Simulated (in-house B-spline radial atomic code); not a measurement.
## Ionising the titanium ion Ti⁺ with different functionals

Computed with a radial B-spline atomic code at the basis-set limit: scalar-relativistic (spin-free X2C) Hamiltonian, Fermi nucleus of rms radius 3.5921 fm, spin-polarised at highest spin, spherical fractional occupations for the functionals, and exact exchange of hybrids averaged over the configuration. The ionisation energy is the difference of two self-consistent energies, [Ar] 3d2 4s1 → [Ar] 3d2, without Breit or QED terms; ε is the level of the shell that loses the electron (its least bound occupied spin orbital).

| method | rung | ΔSCF (eV) | -ε(4s) (eV) |
| --- | --- | --- | --- |
| PBE0 | global hybrid | ? | ? |
| B3LYP | global hybrid | 14.01 | 11.47 |
| TPSSh | global hybrid | 13.71 | 11.11 |
| BHandHLYP | global hybrid | ? | ? |
| r2SCAN0 | global hybrid | 13.78 | 11.74 |
| B97-1 | global hybrid | 13.51 | 11.19 |
| HSE06 | range-separated hybrid | 13.89 | 11.24 |
| wB97X | range-separated hybrid | 13.30 | 13.14 |
| CAM-B3LYP | range-separated hybrid | 13.88 | 12.62 |
| LC-wPBE | range-separated hybrid | 13.58 | 13.61 |

(1) What does BHandHLYP give?

(2) What does PBE0 give?

(3) Among the functionals, which spreads more, the ΔSCF values or the orbital energies?

(4) How do they compare with the NIST value?

## Answers

(1) ΔSCF 13.62 eV, and -ε(4s) = 12.06 eV.

(2) ΔSCF 13.83 eV, and -ε(4s) = 11.56 eV.

(3) The orbital energies: ΔSCF values span about 0.71 eV and the orbital energies 2.49 eV.

(4) NIST lists 13.575 eV ± 0.0025 (measured, ground level to ground level). Errors run from -0.27 to +0.43 eV; LC-wPBE is closest (+0.01 eV), but part of that can be cancellation, since the calculations leave out spin-orbit coupling, Breit-QED terms, multiplet and fine-structure energies.
